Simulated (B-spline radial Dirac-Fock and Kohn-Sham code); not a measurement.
Form factor and incoherent scattering function of Ca¹⁸⁺

System: calcium as Ca¹⁸⁺, configuration 1s2.

Input of the calculation (task.json; shells as n, l, electrons):

```json
{"items": [{
  "Z": 20,
  "q": 18,
  "cfg": [[1, 0, 2]],
  "A": 40,
  "rrms": 3.4776,
  "do": ["scatter"],
  "s": [0.0, 0.05, 0.1, 0.15, 0.2, 0.25, 0.3, 0.35, 0.4, 0.45, 0.5, 0.6, 0.7, 0.8, 0.9, 1.0, 1.1, 1.2, 1.4, 1.6, 1.8, 2.0, 2.5, 3.0, 3.5, 4.0, 5.0, 6.0],
  "pz": [0, 0.1, 0.15, 0.21, 0.31, 0.45, 0.66, 0.96, 1.4, 2.0, 3.0, 4.3, 6.3, 9.2, 13.0, 20.0, 28.0, 41.0, 60.0, 88.0, 130.0],
  "hv_scatter": [1000, 2000, 5000, 8047.8, 10000, 17479.3, 30000, 50000]
}]}
```

Command: `python xray_run.py task.json out`

Model: Dirac-Fock orbitals of the configuration average with a finite nucleus. Program: a B-spline atomic structure program. f₀ is the Fourier transform of the spherical electron density, S the Waller-Hartree incoherent function, and s = sin θ/λ. The electron scattering factor follows from the Mott-Bethe formula f_e = 0.023934 Å⁻¹·(Z − f₀)/s².

| s (Å⁻¹) | f₀ | S | f_e (Å) |
| --- | --- | --- | --- |
| 0 | 2.000 | 0.000 | – |
| 0.05 | 2.000 | 0.001 | 172.328 |
| 0.1 | 1.999 | 0.002 | 43.084 |
| 0.15 | 1.997 | 0.005 | 19.150 |
| 0.2 | 1.995 | 0.009 | 10.773 |
| 0.25 | 1.993 | 0.014 | 6.896 |
| 0.3 | 1.990 | 0.020 | 4.790 |
| 0.35 | 1.986 | 0.028 | 3.520 |
| 0.4 | 1.982 | 0.036 | 2.695 |
| 0.45 | 1.977 | 0.045 | 2.130 |
| 0.5 | 1.972 | 0.056 | 1.726 |
| 0.6 | 1.960 | 0.080 | 1.199 |
| 0.7 | 1.945 | 0.108 | 0.882 |
| 0.8 | 1.929 | 0.139 | 0.676 |
| 0.9 | 1.911 | 0.174 | 0.534 |
| 1 | 1.891 | 0.212 | 0.433 |
| 1.1 | 1.869 | 0.253 | 0.359 |
| 1.2 | 1.846 | 0.296 | 0.302 |
| 1.4 | 1.795 | 0.390 | 0.222 |
| 1.6 | 1.738 | 0.489 | 0.171 |
| 1.8 | 1.677 | 0.593 | 0.135 |
| 2 | 1.613 | 0.699 | 0.110 |
| 2.5 | 1.443 | 0.958 | 0.071 |
| 3 | 1.270 | 1.193 | 0.050 |
| 3.5 | 1.103 | 1.391 | 0.037 |
| 4 | 0.949 | 1.550 | 0.028 |
| 5 | 0.689 | 1.762 | 0.018 |
| 6 | 0.495 | 1.877 | 0.013 |

f₀ starts at the number of electrons, 2, and has fallen to half at s ≈ 3.84 Å⁻¹. The sum of ⟨r²⟩ over the electrons is 0.01543 bohr². For an ion f_e diverges as s goes to zero, because of the net charge.
